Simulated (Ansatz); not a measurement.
Geometry optimisation, Ansatz 0.2.0, RKS PBE-D4/def2-SVP.

Input:

```yaml
crystal:
  periodic: [false, false, false]
  atoms:
    - { symbol: Ge, position_ang: [0.0, 0.0, 0.0] }
    - { symbol: Cl, position_ang: [0.0, 0.0, 2.22] }
    - { symbol: H, position_ang: [1.4616, 0.0, -0.5162] }
    - { symbol: F, position_ang: [-0.7913, 1.3709, -0.5594] }
    - { symbol: F, position_ang: [-0.7913, -1.3709, -0.5594] }
basis:
  gaussian: { orbitals: def2-SVP }
hamiltonian:
  xc: pbe
  dispersion: d4
relax:
  f_tol: 0.02
  max_steps: 40
```

Launched with:

```bash
$ ansatz run input.yaml --threads 1 --pin off --max-ram 2048MiB --backend cpu --events-out ev --progress --plain --runs-dir out
```

Task: Where does it end, and by what steps?

Result: The forces met the threshold. After 3 steps the energy has fallen by 0.179 eV; Ge1 moved furthest, 0.07 Å.

```tsv
step	energy less start (eV)	largest force component (eV/Å)	accepted
0	0.0000	2.573	yes
1	-0.1396	1.100	yes
2	-0.1782	0.081	yes
3	-0.1790	0.016	yes
```

```xyz
5
Properties=species:S:1:pos:R:3
Ge 0.060 0.000 0.034
Cl -0.032 0.000 2.172
H 1.487 0.000 -0.538
F -0.818 1.386 -0.542
F -0.818 -1.386 -0.542
```

Whether the end is a true minimum wasn't checked by a vibrational analysis.

Time of the run: 7.2 s on 1 thread of Intel(R) Xeon(R) Platinum 8488C (Sapphire Rapids), with other jobs on the host, peak memory 0.14 GiB.
